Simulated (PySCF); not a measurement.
A PySCF script (with the pyscf-properties extension) for the NMR shieldings of `[BH3-]CC=C`, [C$_{3}$H$_{8}$B]-, on a GFN2-xTB geometry:

```python
import basis_set_exchange as bse
import numpy as np
from pyscf import gto, dft
from pyscf.prop import nmr

atoms = """
B     1.463087   -0.472399   -0.513795
C     0.466113    0.619683    0.301703
C    -0.938807    0.367700   -0.004477
C    -1.839483   -0.202609    0.793208
H     2.621126   -0.205225   -0.228873
H     1.306389   -0.359421   -1.719203
H     1.207243   -1.612006   -0.169064
H     0.752841    1.622813   -0.029652
H     0.647409    0.545549    1.378093
H    -1.244622    0.627381   -1.015788
H    -1.594554   -0.498085    1.802849
H    -2.845543   -0.434066    0.467231
"""
names = dict.fromkeys(["B", "C", "H"], "pcSseg-1")
basis = {el: gto.basis.parse(bse.get_basis(n, elements=[el], fmt="nwchem")) for el, n in names.items()}
mol = gto.M(atom=atoms, basis=basis, charge=-1, verbose=0)
mf = dft.RKS(mol, xc="PBE0")
mf.grids.level = 2
mf.grids.alignment = dft.numint.BLKSIZE   # the property module wants whole blocks of grid points
mf.conv_tol = 1e-9
mf.kernel()

calc = nmr.RKS(mf)   # GIAO
C = mf.mo_coeff
Co = C[:, mf.mo_occ > 0]
resp = mf.gen_response(singlet=True, hermi=2)
def vind(x):   # induced exchange potential for any number of trial vectors
    d = np.einsum("pi,xij,qj->xpq", C, 2 * x.reshape(-1, C.shape[1], Co.shape[1]), Co, optimize=True)
    return np.einsum("xpq,pi,qj->xij", resp(d - d.transpose(0, 2, 1)), C, Co, optimize=True).ravel()
mo1, _ = nmr.rhf.solve_mo1(calc, with_cphf=vind)
sigma = calc.kernel(mo1)
for i, s in enumerate(sigma):   # ppm
    print("%2d %-2s %9.2f" % (i, mol.atom_pure_symbol(i), np.trace(s) / 3))
```

Task: What does it print?

Result: 
```
 0 B     135.42
 1 C     150.60
 2 C      18.55
 3 C      92.54
 4 H      30.75
 5 H      30.93
 6 H      31.23
 7 H      30.49
 8 H      30.34
 9 H      25.04
10 H      27.58
11 H      27.92
```

These numbers come from an equivalent density-fitted implementation of the same equations, which agrees with the script to about 0.01 ppm for H and up to a few tenths of a ppm for heavy atoms, so last digits may differ.

Size and cost of the density-fitted run: 108 basis functions, 6.1 s wall time on 1 thread of an AMD EPYC 7R43 64-Core, shared host; peak memory 0.5 GiB.
